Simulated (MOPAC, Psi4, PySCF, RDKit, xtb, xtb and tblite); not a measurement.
Two geometries of SMILES CC(=O)CS (C3H6OS), relaxed at GFN2-xTB with one dihedral held; other torsions can differ between them too.

Structure A

```
11

C      1.2777     0.1148    -0.7623
C      0.4358    -0.4334     0.3532
O      0.8844    -0.9176     1.3592
C     -1.0620    -0.3694     0.1192
S     -1.6351     1.3550    -0.0793
H      2.3002     0.2590    -0.4251
H      0.8656     1.0493    -1.1340
H      1.2757    -0.6043    -1.5806
H     -1.6032    -0.8320     0.9443
H     -1.3216    -0.8588    -0.8196
H     -1.2600     1.7711     1.1288
```

Structure B

```
11

C      1.3224     0.0936    -0.7666
C      0.4626    -0.3805     0.3674
O      0.8954    -0.7969     1.4099
C     -1.0368    -0.3533     0.1239
S     -1.6242     0.9738    -0.9772
H      2.3474    -0.2338    -0.6163
H      1.3027     1.1822    -0.7965
H      0.9387    -0.2705    -1.7163
H     -1.5765    -0.3131     1.0703
H     -1.3072    -1.2801    -0.3882
H     -1.3474     1.9817    -0.1517
```

**Question.** Which is lower in energy at the level DF-MP2 (frozen core)/cc-pVTZ // GFN2-xTB run with Psi4 1.11, and by how much?

**Answer.** A is lower, by 3.61 kJ/mol (dihedral O3–C2–C4–S5: 120° in A, 150° in B).

E(B) − E(A) in kJ/mol at the other levels, on the same two geometries: GFN2-xTB (xtb and tblite) 2.17; MMFF94 // GFN2-xTB (RDKit) 5.97; PBE0/def2-TZVP // GFN2-xTB (Psi4) 3.50; PBE0-D3(BJ)/def2-TZVP // GFN2-xTB (Psi4) 3.37; PBE/def2-TZVP // GFN2-xTB (Psi4) 3.72; PBE-D3(BJ)/def2-TZVP // GFN2-xTB (Psi4) 3.55; wB97X-D/def2-TZVP // GFN2-xTB (Psi4) 2.98; HF/cc-pVTZ // GFN2-xTB (Psi4) 4.25; UFF // GFN2-xTB (RDKit) 4.92; PM3, restricted, heats of formation // GFN2-xTB (MOPAC) 4.39; PM6, restricted, heats of formation // GFN2-xTB (MOPAC) 3.27; GFN1-xTB // GFN2-xTB (xtb) 2.90; restricted B3LYP/6-31G*, spherical d // GFN2-xTB (PySCF) 3.82; restricted B3LYP/3-21G // GFN2-xTB (PySCF) 6.32; restricted Hartree-Fock/STO-3G // GFN2-xTB (PySCF) 5.31; restricted B3LYP/LANL2DZ, with its core potentials past Ne // GFN2-xTB (PySCF) 4.15.
